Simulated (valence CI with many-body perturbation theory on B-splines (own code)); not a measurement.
**Energy levels of Re XLIII**

Level of theory: configuration interaction combined with many-body perturbation theory (CI+MBPT): five valence electrons over a frozen Dirac-Fock core [Ar] 3d10, a basis of 11 s, 11 p, 10 d, 8 f, 5 g, 2 h functions for each j, with the one-electron correlation potential Σ1 (screened to all orders), the two-electron term Σ2, the three-electron term Σ3, Breit, model QED; selected single and double excitations, second order for the rest, scaled by the run's own slope (own B-spline code, finite nucleus).

No measured spectrum was set against this ion. As an estimate, large intervals hold to a few tenths of a per cent, small ones and those within an open d or f shell to about a per cent. Among the levels kept, up to 2100 cm⁻¹ of a level comes from second order outside the variational space, and about a tenth of that is noise between levels of different J, which matters for small intervals.

Levels 1 to 45 of 183, with energies above the lowest level, (4s^2 4p1/2^2 4p3/2) J=3/2. "Leading %" is the weight of the configuration and term that name the level; weights of strongly mixed levels are sums over their largest components and can fall short. In the jj column 3d3/2^4 stands for four electrons in 3d with j = 3/2. Lifetimes count E1, E2, E3, M1 and M2 decay at the calculated energies, and are blank where another channel may lead or the interval is too uncertain; long ones can be off by a factor of two.

| No. | Configuration | Term | J | E (× 10³ cm⁻¹) | Leading % | Second component | Lifetime | Leading jj |
| --- | --- | --- | --- | --- | --- | --- | --- | --- |
| 1 | 4s2 4p3 | 2P° | 3/2 | 0.00 | 47 | 26 % 4s2 4p3 2D° |  | 4s^2 4p1/2^2 4p3/2 (99 %) |
| 2 | 4s2 4p3 | 4S° | 3/2 | 775.16 | 54 | 44 % 4s2 4p3 2D° | 112 ns | 4s^2 4p1/2 4p3/2^2 (99 %) |
| 3 | 4s2 4p3 | 2D° | 5/2 | 820.05 | 99 |  | 534 ns | 4s^2 4p1/2 4p3/2^2 (99 %) |
| 4 | 4s2 4p3 | 2P° | 1/2 | 876.57 | 99 |  | 170 ns | 4s^2 4p1/2 4p3/2^2 (99 %) |
| 5 | 4s2 4p2 4d | 2D | 3/2 | 1269.8 | 38 | 35 % 4s2 4p2 4d 4F | 72.9 ps | 4s^2 4p1/2^2 4d3/2 (97 %) |
| 6 | 4s2 4p2 4d | 2D | 5/2 | 1476.1 | 23 | 16 % 4s2 4p2 4d 4D | 9.69 ps | 4s^2 4p1/2^2 4d5/2 (76 %) |
| 7 | 4s 4p4 | 4P | 5/2 | 1610.7 | 55 | 20 % 4s 4p4 2D | 3.53 ps | 4s 4p1/2^2 4p3/2^2 (74 %) |
| 8 | 4s2 4p3 | 2P° | 3/2 | 1659.8 | 52 | 28 % 4s2 4p3 2D° | 56.5 ns | 4s^2 4p3/2^3 (98 %) |
| 9 | 4s 4p4 | 2S | 1/2 | 1710.4 | 57 | 30 % 4s 4p4 4P | 3.43 ps | 4s 4p1/2^2 4p3/2^2 (92 %) |
| 10 | 4s 4p4 | 2P | 3/2 | 1727.0 | 39 | 34 % 4s 4p4 2D | 1.76 ps | 4s 4p1/2^2 4p3/2^2 (87 %) |
| 11 | 4s2 4p2 4d | 2F | 5/2 | 2040.6 | 46 | 45 % 4s2 4p2 4d 4F | 100 ps | 4s^2 4p1/2 4p3/2 4d3/2 (97 %) |
| 12 | 4s2 4p2 4d | 4F | 3/2 | 2043.2 | 37 | 27 % 4s2 4p2 4d 4D | 15.2 ps | 4s^2 4p1/2 4p3/2 4d3/2 (96 %) |
| 13 | 4s2 4p2 4d | 4D | 1/2 | 2045.6 | 79 | 15 % 4s2 4p2 4d 2P | 93.9 ps | 4s^2 4p1/2 4p3/2 4d3/2 (98 %) |
| 14 | 4s2 4p2 4d | 2G | 7/2 | 2085.7 | 48 | 27 % 4s2 4p2 4d 2F | 2.40 ns | 4s^2 4p1/2 4p3/2 4d3/2 (95 %) |
| 15 | 4s2 4p2 4d | 2D | 5/2 | 2204.8 | 32 | 24 % 4s2 4p2 4d 4P | 615 fs | 4s^2 4p1/2 4p3/2 4d3/2 (84 %) |
| 16 | 4s2 4p2 4d | 4D | 7/2 | 2215.3 | 48 | 36 % 4s2 4p2 4d 4F | 1.26 ns | 4s^2 4p1/2 4p3/2 4d5/2 (99 %) |
| 17 | 4s2 4p2 4d | 2D | 3/2 | 2215.3 | 34 | 26 % 4s2 4p2 4d 2P | 477 fs | 4s^2 4p1/2 4p3/2 4d3/2 (88 %) |
| 18 | 4s2 4p2 4d | 2P | 1/2 | 2222.6 | 37 | 36 % 4s2 4p2 4d 4P | 580 fs | 4s^2 4p1/2 4p3/2 4d3/2 (93 %) |
| 19 | 4s2 4p2 4d | 2P | 3/2 | 2231.3 | 37 | 23 % 4s2 4p2 4d 4P | 21.2 ps | 4s^2 4p1/2 4p3/2 4d5/2 (77 %) |
| 20 | 4s2 4p2 4d | 2D | 5/2 | 2259.4 | 32 | 24 % 4s2 4p2 4d 2F | 9.03 ps | 4s^2 4p1/2 4p3/2 4d5/2 (82 %) |
| 21 | 4s2 4p2 4d | 2G | 9/2 | 2265.3 | 60 | 39 % 4s2 4p2 4d 4F | 4.91 μs | 4s^2 4p1/2 4p3/2 4d5/2 (99 %) |
| 22 | 4s2 4p2 4d | 2F | 7/2 | 2374.0 | 53 | 23 % 4s2 4p2 4d 2G | 2.02 ps | 4s^2 4p1/2 4p3/2 4d5/2 (92 %) |
| 23 | 4s2 4p2 4d | 2D | 5/2 | 2375.7 | 34 | 28 % 4s2 4p2 4d 4P | 1.17 ps | 4s^2 4p1/2 4p3/2 4d5/2 (86 %) |
| 24 | 4s2 4p2 4d | 2D | 3/2 | 2387.4 | 54 | 17 % 4s2 4p2 4d 4D | 3.02 ps | 4s^2 4p1/2 4p3/2 4d5/2 (84 %) |
| 25 | 4s2 4p2 4d | 2P | 1/2 | 2396.5 | 47 | 35 % 4s2 4p2 4d 2S | 2.31 ps | 4s^2 4p1/2 4p3/2 4d5/2 (86 %) |
| 26 | 4s 4p4 | 4P | 3/2 | 2453.1 | 50 | 21 % 4s2 4p2 4d 2P | 1.53 ps | 4s 4p1/2 4p3/2^3 (66 %) |
| 27 | 4s 4p4 | 2D | 5/2 | 2508.3 | 61 | 18 % 4s 4p4 4P | 1.56 ps | 4s 4p1/2 4p3/2^3 (78 %) |
| 28 | 4s 4p4 | 2P | 1/2 | 2590.7 | 49 | 29 % 4s 4p4 4P | 831 fs | 4s 4p1/2 4p3/2^3 (78 %) |
| 29 | 4s 4p4 | 2P | 3/2 | 2592.5 | 45 | 36 % 4s 4p4 2D | 921 fs | 4s 4p1/2 4p3/2^3 (85 %) |
| 30 | 4s 4p3 4d | 4D° | 5/2 | 2831.6 | 25 | 21 % 4s 4p3 4d 4F° | 28.4 ps | 4s 4p1/2^2 4p3/2 4d3/2 (89 %) |
| 31 | 4s 4p3 4d | 6D° | 3/2 | 2841.2 | 28 | 19 % 4s 4p3 4d 4D° | 15.6 ps | 4s 4p1/2^2 4p3/2 4d3/2 (95 %) |
| 32 | 4s 4p3 4d | 4P° | 1/2 | 2841.9 | 44 | 34 % 4s 4p3 4d 6D° | 30.1 ps | 4s 4p1/2^2 4p3/2 4d3/2 (95 %) |
| 33 | 4s 4p3 4d | 4F° | 7/2 | 2857.2 | 23 | 19 % 4s 4p3 4d 6D° | 56.5 ps | 4s 4p1/2^2 4p3/2 4d3/2 (81 %) |
| 34 | 4s2 4p2 4f | 4G° | 5/2 | 2881.2 | 20 | 19 % 4s2 4p2 4f 2F° | 29.9 ps | 4s^2 4p1/2^2 4f5/2 (63 %) |
| 35 | 4s 4p3 4d | 2D° | 3/2 | 2942.1 | 26 | 17 % 4s 4p3 4d 4F° | 3.52 ps | 4s 4p1/2^2 4p3/2 4d3/2 (81 %) |
| 36 | 4s2 4p2 4d | 2D | 3/2 | 2975.6 | 34 | 26 % 4s2 4p2 4d 4P | 593 fs | 4s^2 4p3/2^2 4d3/2 (90 %) |
| 37 | 4s2 4p2 4d | 4P | 1/2 | 2980.2 | 42 | 27 % 4s2 4p2 4d 2P | 658 fs | 4s^2 4p3/2^2 4d3/2 (89 %) |
| 38 | 4s2 4p2 4f | 2F° | 7/2 | 2981.1 | 23 | 15 % 4s2 4p2 4f 4D° | 6.90 ps | 4s^2 4p1/2^2 4f7/2 (77 %) |
| 39 | 4s2 4p2 4d | 2D | 5/2 | 2982.2 | 28 | 22 % 4s2 4p2 4d 4D | 700 fs | 4s^2 4p3/2^2 4d3/2 (88 %) |
| 40 | 4s2 4p2 4d | 2F | 7/2 | 2999.4 | 48 | 21 % 4s2 4p2 4d 4F | 760 fs | 4s^2 4p3/2^2 4d3/2 (91 %) |
| 41 | 4s 4p3 4d | 4F° | 9/2 | 3003.6 | 46 | 34 % 4s 4p3 4d 6D° | 44.2 ps | 4s 4p1/2^2 4p3/2 4d5/2 (96 %) |
| 42 | 4s 4p3 4d | 4D° | 1/2 | 3010.4 | 49 | 24 % 4s 4p3 4d 2P° | 1.85 ps | 4s 4p1/2^2 4p3/2 4d3/2 (93 %) |
| 43 | 4s 4p3 4d | 4G° | 5/2 | 3049.7 | 16 | 15 % 4s 4p3 4d 2F° | 1.16 ps | 4s 4p1/2^2 4p3/2 4d3/2 (63 %) |
| 44 | 4s2 4p2 4d | 2F | 7/2 | 3055.9 | 55 | 33 % 4s2 4p2 4d 4D | 16.7 ps | 4s^2 4p3/2^2 4d5/2 (94 %) |
| 45 | 4s2 4p2 4d | 4F | 9/2 | 3064.0 | 60 | 39 % 4s2 4p2 4d 2G | 96.9 ns | 4s^2 4p3/2^2 4d5/2 (98 %) |

The ionisation energy to 4s2 4p2 3P_0 of the next ion comes out as 2082.5 eV (NIST: 2080 ± 4 eV (theoretical)). All 183 levels together are meant to be complete up to 4592.9 × 10³ cm⁻¹.
